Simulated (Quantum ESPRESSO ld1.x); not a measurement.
Results of a calculation; reference values are marked as such.
Task: The gallium ion Ga21+, 10 electrons, occupied as [Ne] (the NIST ground configuration). Level of theory: Dirac Kohn-Sham, PW91, spin-unpolarised, spherical densities, point nucleus (ld1.x of Quantum ESPRESSO 7.5). Some entries of the table are withheld. Estimate them.

| orbital | occ. | eigenvalue (eV) | r(max) (bohr) |
|---|---|---|---|
| 1s1/2 | 2 | (1) | (2) |
| 2s1/2 | 2 | -2115.22 | (3) |
| 2p1/2 | 2 | (4) | (5) |
| 2p3/2 | 4 | (6) | (7) |

Result: 
(1) 1s1/2 eigenvalue (eV): -11132.5
(2) 1s1/2 r(max) (bohr): 0.032
(3) 2s1/2 r(max) (bohr): 0.182
(4) 2p1/2 eigenvalue (eV): -1980.33
(5) 2p1/2 r(max) (bohr): 0.143
(6) 2p3/2 eigenvalue (eV): -1951.50
(7) 2p3/2 r(max) (bohr): 0.145
